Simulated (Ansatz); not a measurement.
`C#[C][InH][Cl]` + H₂ → `[Cl][InH2]` + acetylene at 500 K and 1 bar (hydrogenolysis of the In–C bond).

Gas-phase electronic energies from Ansatz, PBE0-D4/def2-TZVP geometries. CCSD(T)/CBS adds triple-zeta CCSD(T) − MP2 to the extrapolated MP2 energy (def2 sets, frozen cores). This one scheme is used for every species. def2 core potentials past Kr. For In outer-core shells are correlated without core-valence functions, which leaves a few kJ/mol of doubt a bond.

| species | CCSD(T)/CBS energy (Eh) | H − E (kJ/mol) | S (J/(mol·K)) |
| --- | --- | --- | --- |
| `C#[C][InH][Cl]` | -726.87417 | 104.2 | 388.4 |
| H₂ | -1.17544 | 41.0 | 145.5 |
| `[Cl][InH2]` | -650.81839 | 58.5 | 307.0 |
| `C#C` | -77.22717 | 90.7 | 225.3 |

H − E and S are ideal-gas, rigid-rotor, harmonic terms from PBE0-D4/def2-TZVP. For small species the MP2-based limit differs from directly extrapolated CCSD(T) by up to some mEh (0.8 for H₂); such offsets cancel only in part. 1 Eh = 2625.50 kJ/mol, R = 8.31446 J/(mol·K).

**Question.** By hand: ΔE, ΔH, ΔS and ΔG.

**Answer.** ΔE = (-650.81839) + (-77.22717) − (-726.87417) − (-1.17544) = 0.00405 Eh = 10.6 kJ/mol. Δ(H − E) = 58.5 + 90.7 − 104.2 − 41.0 = 4.0, so ΔH = 14.6 kJ/mol. ΔS = 307.0 + 225.3 − 388.4 − 145.5 = -1.6 J/(mol·K). ΔG = 14.6 − 500 × (-1.6)/1000 = 15.4 kJ/mol.

**Question.** By hand: the equilibrium constant, and the temperature at which ΔG would vanish if ΔH and ΔS stayed fixed.

**Answer.** log₁₀ K = −ΔG/(RT ln 10) = -1.6. ΔH and −TΔS have one sign here, so there is no such temperature.

The number of gas molecules stays the same, so ΔS is small and ΔH decides. A doubt of 5 kJ/mol in ΔE shifts log₁₀ K by 0.5 here. These are equilibria of isolated gas molecules and say nothing of rates. Largest T1 diagnostic: 0.014 (customary marks: 0.02 for closed shells, 0.045 for open ones).

ΔS is within the doubt of such terms, so its sign, and with it that verdict, could turn.
